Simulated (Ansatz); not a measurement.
Coupled-cluster diagnostics for the cluster B₇N₆⁺, Ansatz.

Geometry of the singlet (PBE-D4/def2-SVP):

```
atom    x (Å)    y (Å)    z (Å)
  B1  -1.6608   1.7990  -1.2837
  B2   0.6364  -1.7941  -0.4207
  B3   2.7439  -0.8420   3.8455
  B4  -0.2049  -1.7318  -1.8159
  B5  -1.5607  -0.0092  -2.6788
  B6   1.1699  -0.3086   1.7349
  B7  -0.3759   1.6409   0.7983
  N8   1.0299  -1.2913   0.6775
  N9   1.9780  -0.4785   2.9019
 N10  -2.0197   1.2027  -2.4264
 N11   0.4241   0.8575   1.4990
 N12  -0.9783  -1.2311  -2.7248
 N13  -1.1819   2.1866  -0.1069
```

Correlated methods freeze 13 core orbitals. Another isomer (singlet) lies 5.97 eV lower at PBE0-D4/def2-TZVP; other spin states weren't run for this one.

(1) Estimate the CCSD(T) correlation energy, the shares of MP2 and (T), T1 and the reference's ⟨S²⟩ for: charge 1, singlet, own geometry in def2-SVP; and the rough time on 6 threads of Intel Xeon on a shared host.

Results:

(1) 
```
                          state     basis  correlation (eV)  MP2 share (%)  (T) share (%)     T1  ⟨S²⟩ (pure)  wall time                                                    remarks
charge 1, singlet, own geometry  def2-SVP           -54.709           73.2           24.9  0.134  0.00 (0.00)    4.1 min  flagged by the program, large T1, restricted SCF unstable
```
Customary marks for T1 are 0.02 (closed shells), 0.045 (open shells) and about 0.05 (3d metals). T1 exceeds 0.02 in 1 of 1 rows and 0.045 in 1; the higher it lies, the less the single-reference result can be trusted.
